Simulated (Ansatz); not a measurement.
Cartesian coordinates in Å:
```
Si 0.953 1.771 0.786
Si 0.115 1.860 -1.400
Ge -0.969 -0.196 -1.953
Si -1.864 -1.152 0.033
Ge -0.040 -1.871 1.393
Si 1.805 -0.373 1.157
H -0.170 2.001 1.740
H 1.974 2.834 1.003
H 1.237 2.102 -2.350
H -0.858 2.980 -1.531
H -2.048 0.032 -3.028
H 0.076 -1.170 -2.535
H -2.627 -0.103 0.764
H -2.786 -2.284 -0.257
H -0.475 -1.922 2.870
H 0.385 -3.293 0.976
H 2.610 -0.784 -0.028
H 2.681 -0.434 2.360
```

Charge 0, multiplicity 1.

**Question.** List the PBE0/def2-TZVPP orbital energies in eV (the Gaussian-basis code of Ansatz). (Best estimate.)

**Answer.** Ansatz gave: Occupied: -10859.85, -10859.85, -1802.74, -1802.68, -1802.67, -1802.58, -1358.15, -1358.15, -1207.96, -1207.96, -1207.95, -1207.95, -1207.95, -1207.95, -170.84, -170.84, -145.09, -145.03, -145.03, -144.95, -120.63, -120.63, -120.62, -120.62, -120.62, -120.61, -99.75, -99.74, -99.73, -99.69, -99.68, -99.68, -99.67, -99.67, -99.67, -99.60, -99.60, -99.60, -33.46, -33.46, -33.44, -33.44, -33.43, -33.42, -33.39, -33.39, -33.39, -33.39, -16.92, -15.86, -15.71, -14.03, -13.94, -13.00, -10.61, -10.49, -10.16, -9.95, -9.59, -9.45, -9.26, -8.88, -8.48, -7.87, -7.81, -7.62. Lowest empty: -0.68, -0.60, -0.31, -0.20, -0.12, 0.07, 0.25, 0.54.
